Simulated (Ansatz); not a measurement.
`[SiH3][AlH][Al]1[CH2][CH2]1` at its PBE0-D4/def2-TZVP geometry, where that method's forces vanish. The species carries charge 0 and has multiplicity 1.

| atom | x (Å) | y (Å) | z (Å) |
| --- | --- | --- | --- |
| Si1 | 0.829 | 3.058 | 1.100 |
| Al2 | 1.225 | 0.643 | 1.319 |
| Al3 | -0.032 | -0.995 | -0.118 |
| C4 | -0.428 | -2.071 | -1.699 |
| C5 | -1.512 | -2.163 | -0.630 |
| H6 | 2.056 | 3.746 | 0.599 |
| H7 | -0.275 | 3.373 | 0.150 |
| H8 | 0.482 | 3.673 | 2.414 |
| H9 | 2.295 | 0.115 | 2.373 |
| H10 | 0.153 | -2.971 | -1.883 |
| H11 | -0.696 | -1.567 | -2.625 |
| H12 | -1.623 | -3.122 | -0.130 |
| H13 | -2.475 | -1.719 | -0.870 |

(1) For each bond, give half the difference of the two atoms' forces along it (eV/Å; positive pushes the atoms apart) under PBE-D4, r2SCAN-D4, B3LYP-D4, ωB97M-V in def2-TZVPP. (Estimate.)

Results:

(1) Ansatz gave: 
| bond | length (Å) | PBE-D4 | r2SCAN-D4 | B3LYP-D4 | ωB97M-V |
| --- | --- | --- | --- | --- | --- |
| Si1–Al2 | 2.458 | -0.08 | 0.01 | 0.09 | 0.06 |
| Si1–H6 | 1.492 | 0.11 | 0.00 | -0.06 | -0.11 |
| Si1–H7 | 1.490 | 0.09 | -0.02 | -0.05 | -0.09 |
| Si1–H8 | 1.492 | 0.11 | 0.00 | -0.06 | -0.11 |
| Al2–Al3 | 2.515 | -0.30 | -0.13 | -0.06 | 0.16 |
| Al2–H9 | 1.592 | 0.11 | -0.01 | -0.09 | -0.13 |
| Al3–C4 | 1.953 | 0.31 | 0.18 | 0.15 | -0.12 |
| Al3–C5 | 1.953 | 0.31 | 0.18 | 0.15 | -0.12 |
| C4–C5 | 1.525 | -0.05 | 0.02 | 0.25 | 0.37 |
| C4–H10 | 1.088 | 0.09 | -0.04 | -0.10 | -0.10 |
| C4–H11 | 1.088 | 0.09 | -0.04 | -0.10 | -0.09 |
| C5–H12 | 1.088 | 0.09 | -0.04 | -0.10 | -0.10 |
| C5–H13 | 1.088 | 0.09 | -0.04 | -0.10 | -0.09 |

B3LYP here is the variant with VWN-RPA as its local correlation; programs differ in this.
